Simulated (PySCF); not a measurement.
## Two-component Hartree-Fock for Ta³⁺ (tantalum, charge +3)

Start: [Xe] 4f14 5d1 6s1; 5d5/2 filled at m_j = +5/2; 6s1/2 filled at m_j = +1/2. Calculated with PySCF 2.14 in x2c-SVPall-2c with one added diffuse shell each of s, d type (8s9p10d2f, 99 functions): generalised Hartree-Fock with the X2C-1e Hamiltonian and a Gaussian nucleus; one run each with spin-orbit coupling (SO) switched off, then screened by Boettger's factors. This is a chosen level, not necessarily the ground level.

| spinor shell | electrons | ε, spin-free (eV) | ε, screened SO (eV) | weight of nominal j (screened SO) | rms radius, screened SO (bohr) |
| --- | --- | --- | --- | --- | --- |
| 1s1/2 | 2 | -67805.9 | -67786.3 | 1.000 | 0.0212 |
| 2s1/2 | 2 | -11818.2 | -11812.1 | 1.000 | 0.0853 |
| 2p1/2 | 2 | -10364.0 | -11270.6 | 1.000 | 0.0726 |
| 2p3/2 | 4 | -10364.0 | -9994.1 | 1.000 | 0.0799 |
| 3s1/2 | 2 | -2794.9 | -2792.9 | 1.000 | 0.218 |
| 3p1/2 | 2 | -2354.7 | -2552.4 | 1.000 | 0.210 |
| 3p3/2 | 4 | -2354.7 | -2272.7 | 1.000 | 0.225 |
| 3d3/2 | 4 | -1835.6 | -1870.7 | 1.000 | 0.199 |
| 3d5/2 | 6 | -1835.6 | -1810.5 | 1.000 | 0.203 |
| 4s1/2 | 2 | -628.60 | -628.10 | 1.000 | 0.488 |
| 4p1/2 | 2 | -481.53 | -527.42 | 1.000 | 0.497 |
| 4p3/2 | 4 | -481.53 | -462.52 | 1.000 | 0.530 |
| 4d3/2 | 4 | -289.52 | -296.60 | 1.000 | 0.557 |
| 4d5/2 | 6 | -289.52 | -284.50 | 1.000 | 0.569 |
| 5s1/2 | 2 | -119.96 | -119.97 | 1.000 | 1.18 |
| 5p1/2 | 2 | -80.057 | -85.904 | 0.994 | 1.36 |
| 5p3/2 | 4 | -80.057 | -77.707 | 0.981 | 1.39 |
| 4f5/2 | 6 | -74.403 | -75.315 | 0.986 | 0.703 |
| 4f7/2 | 8 | -74.403 | -73.471 | 0.993 | 0.701 |
| 5d5/2 | 1 | -38.187 | -37.810 | 1.000 | 1.98 |
| 6s1/2 | 1 | -31.301 | -31.325 | 1.000 | 3.11 |

```
   quantity     spin-free   screened SO
E (hartree)  -15590.49580  -15607.74723
        M_J             3             3
       ⟨J²⟩        12.004        12.004
       ⟨L²⟩         6.003         6.096
       ⟨S²⟩         2.001         2.094
```

Each row is a mean over spinors that exchange with the open shell spreads, by up to 3.960 eV (5p3/2).

Breit and QED terms are absent; they matter most for the inner s and p1/2 levels.

Densities and radii are taken from the X2C orbitals without a picture-change correction, which distorts them close to the nucleus.

Without spin-orbit coupling the j labels of p, d and f shells carry no meaning; the spin-free column gives the mean over the occupied spinors of each nl shell.
